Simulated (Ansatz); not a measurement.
## Worked example: the barrier

An elementary step of BNH4F2, singlet (BNH₂F₂ ([NH2][B]([F])[F]) + H₂ → BHF₂ ([F][BH][F]) + NH₃ (still joined by a long B–N bond); bonds formed: B1–H6, N2–H5; bonds broken: H5–H6; bonds weakened to dative contacts: B1–N2). “Start” is the structure reached by relaxing down from the saddle towards the reactants; PBE0-D4/def2-TZVP structures. The saddle:

B1  (-0.618, -0.253, -0.034)
N2  (0.907, 0.022, -0.039)
F3  (-1.148, -0.459, -1.257)
F4  (-1.039, -1.028, 0.987)
H5  (0.047, 1.010, 0.252)
H6  (-0.977, 1.086, 0.323)
H7  (1.454, -0.393, 0.701)
H8  (1.375, 0.015, -0.933)
(Å)

Program: Ansatz 0.2.0. Basis: def2-TZVPP and def2-QZVPP. Cores are frozen in the correlated methods.

Energies in eV:

| quantity | saddle | start |
| --- | --- | --- |
| Hartree–Fock, triple zeta (X = 3) | -7633.40001 | -7636.01792 |
| Hartree–Fock, quadruple zeta (X = 4) | -7633.74944 | -7636.38047 |
| MP2 correlation, X = 3 | -23.31167 | -22.70609 |
| MP2 correlation, X = 4 | -25.27888 | -24.67082 |
| CCSD(T) correlation, X = 3 | -24.48410 | -23.89759 |

Task: Work out the barrier at the basis limit: extrapolate Hartree–Fock as E(X) = E∞ + A exp(−7.88 √X) and the MP2 correlation as E(X) = E∞ + B X^−2.97 (the exponents that Neese and Valeev fitted for def2-TZVPP and QZVPP), then add CCSD(T) − MP2 in triple zeta.

Result: Each step is linear, so take the differences first (saddle − start): Hartree–Fock 2.61791 (X = 3) and 2.63103 (X = 4); MP2 correlation -0.60558 and -0.60806; CCSD(T) correlation -0.58651.
Two points give E∞ = E(4) + w [E(4) − E(3)], with w = 1/(exp(7.88 (2 − √3)) − 1) = 0.1377 for Hartree–Fock and w = 1/((4/3)^2.97 − 1) = 0.7407 for the correlation.
Hartree–Fock: 2.63103 + 0.1377 × 0.01312 = 2.6328 eV.
MP2 correlation: -0.60806 + 0.7407 × (-0.00248) = -0.6099 eV.
CCSD(T) − MP2: -0.58651 − (-0.60558) = 0.0191 eV.
Sum: 2.6328 + (-0.6099) + 0.0191 = 2.0420 eV, or 47.09 kcal/mol. Plain CCSD(T) in triple zeta gives 2.0314 eV, so the larger basis shifts the result by 0.0106 eV.

T1 diagnostic: at most 0.012.

Labels in which every atom is bracketed show which atoms are joined, not bond orders.

For scale, one of the runs: CCSD(T)/def2-TZVPP, 180 basis functions, launched by `ansatz run in.yaml --threads 2 --pin off --events-out ev --progress --plain --max-ram 4352MiB`. The run took 40 s on 2 CPU threads of an Intel Xeon Platinum 8488C (shared host), with 1.9 GiB of host memory at its peak.
